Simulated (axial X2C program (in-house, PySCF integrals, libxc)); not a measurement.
## Worked dissociation energy of NaW: B97-3, spin-free

All values were computed with an axial X2C code built on PySCF integrals. Spin-free means the one-electron spin-free X2C Hamiltonian. Basis: W dyall-cv3z [13s14p9d7f4g], Na dyall-cv3z [9s8p5d2f] (cores contracted in-house); Gaussian nuclei, density fitting, unrestricted open shells. Masses: W 183.951 u, Na 22.990 u.

Molecular state: M_S = 5/2, Λ = 0 (beyond evenly filled blocks: σα, π+α, π-α, δ+α, δ-α).

```
E(W) (2M_S = 4, M_L = 0)  : -16143.216389 hartree
E(Na) (2M_S = 1, M_L = 0) : -162.471371 hartree
E(NaW) at Re              : -16305.741380 hartree
ωe                        : 182.9 cm⁻¹
```

Task: Work out De and D0.

Result: De = -16143.216389 + (-162.471371) − (-16305.741380) = 0.05362 hartree = 1.459 eV. The zero-point energy is ωe/2 = 91 cm⁻¹ = 0.011 eV, so D0 = 1.448 eV.

The state is a single determinant with fixed occupations, the lowest that a limited PBE0 search found. De is counted from the lowest determinant-based energies of the atoms at the same level, without counterpoise correction. The determinant is spin-polarised beyond a pure state at some levels (its spin-free form has ⟨S²⟩ too high), which makes Re and μ there less reliable.

Each atomic determinant is the lowest at this level and need not be a pure term. Totals compare only within one Hamiltonian and basis.
